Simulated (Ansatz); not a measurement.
`CC=C=N` + HBr → `N=C=CBr` + CH₄ at 600 K and 1 bar (substitution at a C–C bond).

Program: Ansatz. Geometries: PBE0-D4/def2-TZVP. ΔE: electronic, gas phase. CBS: MP2 limit from def2 TZ/QZ plus the TZ coupled-cluster correction, frozen cores. This one scheme is used for every species. For Br outer-core shells are correlated without core-valence functions, which leaves a few kJ/mol of doubt a bond. Scalar relativity is left out up to krypton. One conformer a species, not always the lowest.

| species | CCSD(T)/CBS energy (Eh) | H − E (kJ/mol) | S (J/(mol·K)) |
| --- | --- | --- | --- |
| `CC=C=N` | -171.81187 | 236.4 | 353.1 |
| HBr | -2573.91920 | 33.5 | 219.1 |
| `N=C=CBr` | -2705.25870 | 131.4 | 351.6 |
| CH₄ | -40.46206 | 140.4 | 215.7 |

H − E and S are ideal-gas, rigid-rotor, harmonic terms from PBE0-D4/def2-TZVP, for one conformer and one mirror image of each species. 1 Eh = 2625.50 kJ/mol, R = 8.31446 J/(mol·K).

Task: By hand: ΔE, ΔH, ΔS and ΔG.

Result: ΔE = (-2705.25870) + (-40.46206) − (-171.81187) − (-2573.91920) = 0.01031 Eh = 27.1 kJ/mol. Δ(H − E) = 131.4 + 140.4 − 236.4 − 33.5 = 1.9, so ΔH = 29.0 kJ/mol. ΔS = 351.6 + 215.7 − 353.1 − 219.1 = -4.9 J/(mol·K). ΔG = 29.0 − 600 × (-4.9)/1000 = 31.9 kJ/mol.

Task: By hand: the equilibrium constant, and the temperature at which ΔG would vanish if ΔH and ΔS stayed fixed.

Result: log₁₀ K = −ΔG/(RT ln 10) = -2.8. ΔH and −TΔS have one sign here, so there is no such temperature.

The number of gas molecules stays the same, so ΔS is small and ΔH decides. A doubt of 5 kJ/mol in ΔE shifts log₁₀ K by 0.4 here. Other conformers and mirror images would add mixing entropy, several J/(mol·K) or more a flexible species. These are equilibria of isolated gas molecules and say nothing of rates. Largest T1 diagnostic: 0.013 (customary marks: 0.02 for closed shells, 0.045 for open ones).

ΔS is within the doubt of such terms, so its sign, and with it that verdict, could turn.
